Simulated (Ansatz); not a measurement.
`[Cl][SnH2][SeH]` + H₂Se → `[SeH][SnH2][SeH]` + HCl  (ligand exchange at the Sn–Cl bond)

Computed with Ansatz on PBE0-D4/def2-TZVP structures; ΔE is electronic, products minus reactants. CBS: MP2 limit from def2 TZ/QZ plus the TZ coupled-cluster correction, frozen cores. This one scheme is used for every species. DFT in def2-TZVPP. B3LYP here is the variant with VWN-RPA as its local correlation; programs differ in this. Elements past krypton have def2 core potentials. For Se, Sn outer-core shells are correlated without core-valence functions, which leaves a few kJ/mol of doubt a bond. Scalar relativity is left out up to krypton. One conformer a species, not always the lowest.

`[Cl][SnH2][SeH]`:

Cartesian coordinates in Å:
```
Cl -0.032 -0.915 -2.225
Sn -0.562 -0.210 -0.064
Se 1.017 1.618 0.631
H -2.126 0.449 -0.142
H -0.385 -1.590 0.912
H 2.089 0.647 0.887
```

H₂Se:

```xyz
3

Se   -0.339   -0.594    0.008
H    -0.203    0.497   -0.963
H     0.542    0.097    0.955
```

`[SeH][SnH2][SeH]`:

Cartesian coordinates in Å:
```
Se 1.431 -1.602 -0.756
Sn 0.430 0.384 0.452
Se -1.189 1.694 -0.986
H 0.229 -2.410 -0.512
H -0.389 -0.179 1.836
H 1.719 1.441 0.789
H -2.231 0.673 -0.822
```

HCl:

```xyz
2

Cl    0.081    0.558   -0.302
H    -0.081   -0.558    0.302
```

```json
{"level": "revPBE-D4", "ΔE (kcal/mol)": "2.7", "difference from CCSD(T)/CBS": "0.3"}
{"level": "r2SCAN-D4", "ΔE (kcal/mol)": "3.6", "difference from CCSD(T)/CBS": "1.2"}
{"level": "PBE0-D4", "ΔE (kcal/mol)": "2.6", "difference from CCSD(T)/CBS": "0.2"}
{"level": "B3LYP-D4", "ΔE (kcal/mol)": "3.5", "difference from CCSD(T)/CBS": "1.1"}
{"level": "ωB97X-V", "ΔE (kcal/mol)": "4.3", "difference from CCSD(T)/CBS": "1.9"}
{"level": "PBE-QIDH", "ΔE (kcal/mol)": "2.8", "difference from CCSD(T)/CBS": "0.4"}
{"level": "PBE", "ΔE (kcal/mol)": "3.0", "difference from CCSD(T)/CBS": "0.6"}
{"level": "r2SCAN", "ΔE (kcal/mol)": "3.7", "difference from CCSD(T)/CBS": "1.3"}
{"level": "CAM-B3LYP", "ΔE (kcal/mol)": "4.8", "difference from CCSD(T)/CBS": "2.4"}
{"level": "CCSD/def2-TZVPP", "ΔE (kcal/mol)": "3.2", "difference from CCSD(T)/CBS": "0.8"}
{"level": "CCSD(T)/CBS", "ΔE (kcal/mol)": "2.4", "difference from CCSD(T)/CBS": "0"}
```

Largest T1 diagnostic among the species: 0.011.

At CCSD(T), def2-SVP lies +1.2 kcal/mol from the extrapolated value and def2-TZVPP +0.4 kcal/mol. Leaving LDA and LC-ωPBE aside and taking each functional with its dispersion term where it has one, the values, not all of them listed here, spread over 3.3 kcal/mol, from PBE-D4 to B97M-V.
